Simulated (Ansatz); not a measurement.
This geometry of CH$_{2}$GeOSi (6 atoms, charge 0, multiplicity 1) is a first-order saddle point.

Method: Ansatz 0.2.0, RKS PBE0/def2-SVP.

```xyz
6
Properties=species:S:1:pos:R:3
O -0.968 0.995 -1.056
Ge 0.088 0.394 0.230
C 0.847 -1.193 0.220
Si 1.687 -2.643 0.263
H -1.916 0.917 -0.902
H 0.262 1.530 1.245
```

Which two structures does it join? (They come from a converged band through this point; their orientation in space is the band's.)

No bond is made or broken. The dihedral H5–O1–Ge2–C3 goes from -180 to 0°.

Initial state:

```xyz
6
Properties=species:S:1:pos:R:3
O -1.132 0.664 -1.074
Ge -0.004 0.262 0.219
C 0.901 -1.242 0.245
Si 1.805 -2.644 0.357
H -1.558 1.522 -0.958
H -0.012 1.436 1.211
```

Final state:

```xyz
6
Properties=species:S:1:pos:R:3
O -1.164 1.135 -0.719
Ge 0.010 0.461 0.409
C 0.795 -1.104 0.212
Si 1.577 -2.577 0.082
H -1.326 0.539 -1.462
H 0.108 1.546 1.478
```

How far does it lie above each of them?

3.8 kcal/mol above the first and 7.0 kcal/mol above the second. This is the barrier of this one path; another mechanism may lie lower.

The run took 10 min on 1 thread of Arm Neoverse V1 (shared host), peak memory 0.18 GiB.
